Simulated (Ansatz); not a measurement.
Reaction (atomization): `N[SiH2][SiH2][SiH3]` → 9 H• + N• + 3 Si•

Calculated with Ansatz (gas phase, PBE0-D4/def2-TZVP geometries, no zero-point term in ΔE). CBS: MP2 limit from def2 TZ/QZ plus the TZ coupled-cluster correction, frozen cores. This one scheme is used for every species, atoms too. Functionals use def2-TZVPP. B3LYP here is the variant with VWN-RPA as its local correlation; programs differ in this. Open shells (•) are unrestricted, without spin–orbit coupling. Spin–orbit coupling would lower the free atoms: a little for Si. Each species was taken in one conformer, which may not be the lowest.

```tsv
level	ΔE (eV)	difference from CCSD(T)/CBS
r2SCAN-D4	40.65	-0.21
ωB97X-V	41.21	0.35
ωB97M-V	40.82	-0.04
B2PLYP	40.17	-0.69
r2SCAN	40.58	-0.28
B3LYP	40.39	-0.47
HF/def2-TZVPP	30.20	-10.66
MP2/def2-QZVPP	40.02	-0.84
SCS-MP2/def2-QZVPP	40.73	-0.13
HF/CBS(def2)	30.29	-10.57
CCSD(T)/CBS	40.86	0
```

Largest T1 diagnostic among the species: 0.012.

The D4 term adds +0.48 eV with B3LYP and +0.25 eV with PBE0; it sums over pairs of atoms, weighted by their polarisabilities, and B3LYP, whose exchange is more repulsive, gets the larger term. From PBE to PBE0 (25 % exact exchange), in def2-TZVPP and without D4, ΔE moves by −0.15 eV: exact exchange takes away binding that semilocal exchange gives to molecules.

For atomizations the MP2-based limit and the directly extrapolated one differ by several kJ/mol either way, and by 10 to 25 for some Ge, Se and Sn compounds, so smaller differences from it don't rank the levels.
